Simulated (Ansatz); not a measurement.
`CO[SiH2]N` and `CO[SiH2]CN` differ in one atom or group.

Ansatz, PBE0-D4/def2-TZVP geometries, multiplicity 1. Each molecule was computed in one conformer, which needn't be the lowest.

```csv
property,`CO[SiH2]N`
LUMO energy (PBE0/def2-TZVPP) / eV,0.70
LUMO energy (B3LYP/def2-TZVPP) / eV,0.39
size of the dipole moment (ωB97M-V/def2-TZVPP) / D,2.09
HOMO energy (PBE0/def2-TZVPP) / eV,-7.61
HOMO–LUMO gap (PBE/def2-TZVPP) / eV,6.02
LUMO energy (ωB97M-V/def2-TZVPP) / eV,2.15
```

(1) Give the same properties after the change, and the shifts. (Estimate.)

Answers

(1) Computed: 
```csv
property,`CO[SiH2]CN`,shift
LUMO energy (PBE0/def2-TZVPP) / eV,0.78,0.08
LUMO energy (B3LYP/def2-TZVPP) / eV,0.48,0.09
size of the dipole moment (ωB97M-V/def2-TZVPP) / D,1.94,-0.15
HOMO energy (PBE0/def2-TZVPP) / eV,-6.90,0.71
HOMO–LUMO gap (PBE/def2-TZVPP) / eV,5.36,-0.66
LUMO energy (ωB97M-V/def2-TZVPP) / eV,2.27,0.12
```

With PBE0 the HOMO rises by 0.71 eV and the LUMO rises by 0.08 eV, so the gap narrows by about 0.63 eV. PBE moves the HOMO by 0.70 eV and ωB97M-V by 0.75 eV. Dipoles are sizes alone; their direction can turn.

B3LYP here is the variant with VWN-RPA as its local correlation; programs differ in this.
